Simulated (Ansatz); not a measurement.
Reaction (SMILES): [Cl][Cd][Cl] → [Cl][Cd][Cl] as doublet, charge -1 (an electron is taken up)
Structures are relaxed separately at B3LYP-D3(BJ)/def2-TZVP in Ansatz (a quantum-chemistry and plane-wave program). Frequencies are from Ansatz. [Cl][Cd][Cl] as doublet, charge -1: The spin state was set by rule; other spins were not relaxed. A spin state is the lowest found, not a proven ground state.

Property: adiabatic electron affinity (0 K, with B3LYP-D3(BJ) harmonic zero-point energies), positive where the reaction releases energy, in eV. Valence correlation only, unless marked. UHF or UKS for open shells. Spin-orbit coupling is left out. The frozen core is the preceding noble-gas configuration, with the filled d and f shells of earlier blocks. In def2 rows, elements after Kr have scalar-relativistic effective core potentials. Anions need diffuse functions: def2-D sets add few; the other sets have none. 

```json
[
 {"level": "BLYP-D3(BJ)/def2-TZVPD", "program": "Ansatz + dftd3", "adiabatic electron affinity (eV)": "1.67"},
 {"level": "revPBE-D4/def2-TZVPD", "program": "Ansatz + dftd4", "adiabatic electron affinity (eV)": "1.62"},
 {"level": "r2SCAN/def2-TZVPD", "program": "Ansatz", "adiabatic electron affinity (eV)": "1.64"},
 {"level": "B3LYP-D3(BJ)/def2-TZVPD", "program": "Ansatz + dftd3", "adiabatic electron affinity (eV)": "1.75"},
 {"level": "SCS-MP2/def2-TZVPP", "program": "Ansatz", "adiabatic electron affinity (eV)": "1.24"},
 {"level": "CCSD(T)/def2-TZVPP", "program": "Ansatz", "adiabatic electron affinity (eV)": "1.31"}
]
```
